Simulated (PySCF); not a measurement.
# TeF₅: from structure and modes to constants

These are results of UPBE0/[Te def2-SVP with ECP28, F def2-SVP], scalar-relativistic core potentials, density fitting, no spin–orbit coupling, PySCF, not measurements.

The doublet minimum has C4v symmetry. Masses (u): Te 129.90622, F 18.99840.

```xyz
6
charge 0 multiplicity 2, angstrom
Te   -0.1545    0.0001    0.0000
F    -0.1647    0.0001    1.9267
F    -0.1647    0.0001   -1.9267
F     1.7175   -0.0011    0.0000
F    -0.1634    1.9268    0.0000
F    -0.1659   -1.9266    0.0000
```

Harmonic wavenumbers (cm⁻¹): 119.3 (b1, ×1), 181.9 (e, ×2), 231.1 (a1, ×1), 247.8 (b2, ×1), 266.9 (e, ×2), 598.7 (a1, ×1), 602.7 (b1, ×1), 630.7 (e, ×2), 710.7 (a1, ×1).

Task: Find the vibrational entropy and heat capacity at 298.15 K.

Result: With u = 1.43878 ω/T, each mode gives S = R[u/(eᵘ−1) − ln(1−e⁻ᵘ)] and C = R u² eᵘ/(eᵘ−1)².
| ω (cm⁻¹) | u | S (J/(mol K)) | C (J/(mol K)) |
| --- | --- | --- | --- |
| 119.3 | 0.576 | 13.02 | 8.09 |
| 181.9 (×2) | 0.878 | 9.66 | 7.80 |
| 231.1 | 1.115 | 7.83 | 7.50 |
| 247.8 | 1.196 | 7.31 | 7.39 |
| 266.9 (×2) | 1.288 | 6.76 | 7.25 |
| 598.7 | 2.889 | 1.89 | 4.33 |
| 602.7 | 2.908 | 1.86 | 4.29 |
| 630.7 (×2) | 3.044 | 1.67 | 4.05 |
| 710.7 | 3.430 | 1.23 | 3.38 |
The sums over all modes are S = 69.3 and C = 73.2 J/(mol K); the softest mode gives 19 % of the entropy (each member, where degenerate).

Task: Give the standard entropy (298.15 K, 1 bar) by its translational, rotational, vibrational and spin parts, and Cp.

Result: Sackur–Tetrode with M = 224.90 u gives 176.4; rotation with symmetry number 4 gives 104.6; vibration 69.3; spin R ln 2 = 5.8. The total is 356.1 J/(mol K), and Cp = 4 R + 73.2 = 106.5 J/(mol K).

Other isomers or separated fragments may lie lower. No spin–orbit coupling is included, which matters more the heavier the element.
